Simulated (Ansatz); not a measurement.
Species: 2-methoxyethylsilane, C3H10OSi, charge 0, multiplicity 1. SMILES: COCC[SiH3]
Structure (B3LYP-D3(BJ)/def2-TZVP (Ansatz, a first-principles code) minimum search):
```
C
H 1 1.1000
H 1 1.1000 2 107.11
O 1 1.4167 2 109.61 3 118.84
C 4 1.4103 1 112.76 2 -58.64
H 5 1.0889 4 107.40 1 -180.00
H 5 1.0980 6 109.02 4 120.93
H 5 1.0980 6 109.02 7 118.15
C 1 1.5159 2 110.68 3 -120.74
H 9 1.0937 1 109.26 2 -178.85
H 9 1.0937 10 106.63 1 -117.96
Si 9 1.8823 10 108.68 11 -116.99
H 12 1.4819 9 109.88 10 57.84
H 12 1.4838 13 108.70 9 -121.21
H 12 1.4838 13 108.70 14 -117.57
```

Quantity: atomisation energy (electronic, to ground-state atoms), in kcal/mol. Cores are frozen in the correlated levels unless marked. UHF or UKS for open shells. No spin-orbit coupling. No relativistic terms. The coupled-cluster limit lacks core correlation, which all-electron functionals hold. CBS marks a two-point X^-3 extrapolation of the correlation energy; Hartree-Fock from the larger set.

```
level                                        program  atomisation energy (kcal/mol)  minus last row
------------------------------------  --------------  -----------------------------  --------------
PBE-D3(BJ)/def2-TZVPD                 Ansatz + dftd3                         1318.1            14.4
B97M-V/def2-TZVPD                             Ansatz                         1302.0            -1.7
PBE0/STO-3G                                   Ansatz                         1588.6           284.9
PBE0-D3(BJ)/def2-TZVPD                Ansatz + dftd3                         1302.6            -1.1
PBE0/def2-TZVPD                               Ansatz                         1296.9            -6.8
r2SCANh-D4/def2-TZVPD                 Ansatz + dftd4                         1297.5            -6.2
HSE06/def2-TZVPD                              Ansatz                         1298.2            -5.5
CAM-B3LYP/def2-TZVPD                          Ansatz                         1304.0             0.3
LC-wPBE-D3(BJ)/def2-TZVPD             Ansatz + dftd3                         1302.9            -0.8
LC-wPBE/def2-TZVPD                            Ansatz                         1296.7            -7.0
PBE-QIDH/def2-TZVPD                           Ansatz                         1289.1           -14.6
MP2/cc-pV(Q+d)Z                               Ansatz                         1300.9            -2.8
SCS-MP2/aug-cc-pV(D+d)Z                       Ansatz                         1230.5           -73.2
CCSD(T)/cc-pVTZ                               Ansatz                         1271.8           -31.9
CCSD(T)/CBS(cc-pV(T+d)Z,cc-pV(Q+d)Z)          Ansatz                         1303.7             0.0
```
